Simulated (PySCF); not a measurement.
K₃Te⁺, singlet: computed properties

These are results of PBE0/[Te def2-TZVP with ECP28, K def2-TZVP], scalar-relativistic core potentials, density fitting, no spin–orbit coupling, PySCF, not measurements.

The structure is a minimum.

```xyz
4
charge 1 multiplicity 1, angstrom
Te    0.0000    0.0000    0.0000
K     3.1686    0.0000    0.0000
K    -1.5843    2.7441    0.0000
K    -1.5843   -2.7441    0.0000
```

* Point group: D3h
* Bond lengths: Te–K 3.169 Å (×3)
* Bond angles: K–Te–K 120.0° (×3)
* Heat capacity Cp at 298.15 K: 81.9 J/(mol K)
* Highest occupied level: -6.82 eV
* Lowest empty level: -3.65 eV
* Rotational symmetry number: 6
* Entropy at 298.15 K and 1 bar: 393.9 J/(mol K)
* Zero-point energy: 3.5 kJ/mol
* Principal quadrupole moments (Buckingham, traceless) about the centre of mass: -64.00, 32.00, 32.00 D Å
* Enthalpy at 298.15 K above 0 K: 21.66 kJ/mol
* Principal polarisabilities: 104.8, 154.8, 154.8 bohr³
* Dipole moment about the centre of mass: 0.00 D
* Rotational constants: 0.02873, 0.02873, 0.01436 cm⁻¹

Harmonic modes (masses in u: Te 129.906, K 38.964):
```csv
symmetry,ω (cm⁻¹),"IR (km/mol, summed over degenerate members)",μ (u),type
a2'',30,39.4,58.29,bend
e',40,21.8,43.96,bend
a1',143,0.0,38.96,stretch
e',167,101,49.82,stretch
```

In D3h the vibrations span a2'' + 2e' + a1'. The a1' mode carries no infrared intensity, as symmetry demands.

Charges (e):
```csv
atom,Mulliken,Löwdin,polar tensor,Mayer order to Te1
Te1,-1.26,-0.30,-1.29,–
"K2,3,4",0.75,0.43,0.76,0.45
```

Mulliken populations on Te1 (electrons outside its core potential): s 3.94, p 11.32, d 10.01, f 0.00.

Other isomers or separated fragments may lie lower.

The final relaxation and frequency run took roughly 110 core-seconds on a shared host.
